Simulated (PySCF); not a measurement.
How methods differ on the excitation energy of Bi⁺

Bi⁺ [Xe] 4f14 5d10 6s2 6p2 (3P) → Bi⁺ [Xe] 4f14 5d10 6s1 6p2 7s1 (5P), as a difference of total energies. Calculation: PySCF 2.14, in aug-cc-pVTZ-PP with ECP60MDF; a scalar-relativistic core potential. Correlated levels: valence: 5s2 5p6 5d10 frozen. The calculations carry no spin-orbit coupling.

```tsv
method	excitation energy (eV)
UHF	15.058
LDA	17.469
PBE	17.063
PBE0	16.827
r2SCAN	16.968
MN15	17.539
TPSS	17.030
r2SCANh	16.894
PW91	17.118
MP2 (valence)	15.717
SCS-MP2 (valence)	16.008
```

How much does correlation contribute at MP2 (valence)?

15.717 − (15.058) = 0.659 eV, measured against UHF.

Spin-orbit coupling is strong in these open shells (close to jj coupling). The scalar numbers leave it out and a first-order estimate fails, so it can dominate the gap to the real levels.

The upper state lies above the first ionisation limit. A Rydberg-like electron needs more diffuse functions than a valence basis has.

The promoted electron is Rydberg-like, and one or two diffuse shells describe it only roughly, which tends to raise the upper state.
